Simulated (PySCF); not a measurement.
Static response to an electric field

Species: CH10ClNSi3.
SMILES with atom numbers: `[NH2:1][SiH2:2][C@H:3]([SiH3:4])[SiH2:5][Cl:6]` (hydrogens: H7, H8 on N1; H9, H10 on Si2; H11 on C3; H12, H13, H14 on Si4; H15, H16 on Si5)

Cartesian coordinates in Å at the GFN2-xTB level; atoms count from 1:
```
atom  x, y, z in Å
N1     1.7624   -0.8895   -0.9422
Si2    1.3965   -0.3918    0.6657
C3    -0.3948    0.2667    0.6250
Si4   -1.6634   -1.0457    0.0966
Si5   -0.5763    1.8550   -0.3905
Cl6    0.4977    3.3362    0.4671
H7     2.7067   -1.1700   -1.1496
H8     1.1164   -1.4974   -1.4191
H9     2.3879    0.6384    0.9748
H10    1.4660   -1.4447    1.6969
H11   -0.6313    0.5200    1.6630
H12   -1.5014   -1.3709   -1.3251
H13   -1.4880   -2.2686    0.8869
H14   -3.0258   -0.5443    0.3000
H15   -1.9662    2.3197   -0.4017
H16   -0.0939    1.6958   -1.7592
```

Level: B3LYP/def2-SVPD (PySCF), static field, nuclei fixed, core orbitals frozen in the response. The polarisability tensor in these axes (au):

```
x   115.67   4.33   3.54
y     4.33 123.03  -0.51
z     3.54  -0.51  98.79
```

**Question.** Give the principal values, the mean and the anisotropy Δα = √{½[(α1 − α2)² + (α2 − α3)² + (α1 − α3)²]}.

**Answer.** Principal values 98.00, 114.42 and 125.07 au; mean 112.50 au = 16.67 Å³ = 18.55 × 10⁻⁴⁰ C²·m²/J; Δα = 23.63 au (21 % of the mean).

**Question.** What is the dipole moment, and where does it point?

**Answer.** (-0.12, -2.12, -0.34) D, 2.15 D in size, pointing from the negative to the positive side. Measured along this direction, the outermost atoms are Cl6 at the negative end and H13 at the positive end.

**Question.** Molar refractivity from α?

**Answer.** Lorentz–Lorenz: R = (4π/3)N_A α = 2.5225 cm³/(mol·Å³) × 16.67 Å³ = 42.1 cm³/mol, in the limit of long wavelengths.

**Question.** Traceless (Buckingham) quadrupole moment about the centre of nuclear charge: eigenvalues?

**Answer.** -6.69, -0.41, 7.10 D·Å. The values depend on the origin, since the dipole doesn't vanish. The electronic extent ⟨r²⟩ about the same centre is 1631 bohr², a root-mean-square distance of 2.36 Å for the 82 electrons.

**Question.** Sum over states: ᾱ = Σ f/ω², ω in Eh. What share falls to these 8 lowest TDDFT singlets (eV, f)? 6.00, 0.0088; 6.49, 0.0066; 6.72, 0.0077; 6.97, 0.0078; 7.08, 0.0045; 7.24, 0.0248; 7.34, 0.0017; 7.37, 0.0185.

**Answer.** They add up to 1.23 au, 1.1 % of the 112.50 au; the largest single term is 0.35 au, from the state at 7.24 eV. Terms in order: 0.18, 0.12, 0.13, 0.12, 0.07, 0.35, 0.02, 0.25 au. Higher excitations give the rest. The strengths listed sum to 0.080.

**Question.** Give the principal axes and the span of the nuclei along them.

**Answer.** Largest value along (0.43, 0.90, 0.04), where the nuclei span 5.89 Å; middle along (0.88, -0.43, 0.21), 5.44 Å; least along (-0.21, 0.06, 0.98), 3.54 Å. The response follows the extents in order.

Isolated species at its GFN2-xTB geometry (one conformer only).
